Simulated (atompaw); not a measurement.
## An all-electron radial function and its pseudo partner (Li (Z = 3))

Columns: radius, all-electron u(r) and pseudo u(r) of the 1s shell (level -51.85 eV) of lithium in the configuration 1s2 2s1 2p0; PBE, scalar-relativistic, PAW (atompaw) scheme, atompaw 4.2.0.5.

```
r (bohr)  all-electron  pseudo
   0.115        0.7588  0.5613
   0.231        1.0870  0.9688
   0.346        1.1768  1.1471
   0.462        1.1433  1.1425
   0.577        1.0503  1.0503
   0.692        0.9328  0.9328
   0.808        0.8094  0.8094
   0.923        0.6923  0.6923
   1.038        0.5857  0.5857
   1.154        0.4907  0.4907
   1.269        0.4090  0.4090
   1.385        0.3385  0.3385
   1.500        0.2793  0.2793
   1.615        0.2294  0.2294
   1.731        0.1875  0.1875
   1.846        0.1532  0.1532
   1.962        0.1249  0.1249
   2.077        0.1018  0.1018
   2.192        0.0830  0.0830
   2.308        0.0674  0.0674
   2.423        0.0548  0.0548
   2.538        0.0445  0.0445
   2.654        0.0361  0.0361
   2.769        0.0293  0.0293
   2.885        0.0237  0.0237
   3.000        0.0192  0.0192
```

Problem. How many radial nodes do the two functions have?

Solution. The all-electron 1s function has n − l − 1 = 0; the pseudo-wave has 0.

Problem. At about which radius was the pseudo-wave matched?

Solution. 0.60 bohr, where the columns begin to agree (steps of 0.12 bohr).

Problem. Where does each function peak?

Solution. Outermost all-electron maximum near 0.35 bohr, pseudo maximum near 0.35 bohr (to the table’s step).

Problem. Is the pseudo-wave norm-conserving?

Solution. No, it belongs to a PAW set: the norm inside the radius is not constrained, and the difference is carried by the augmentation charge.
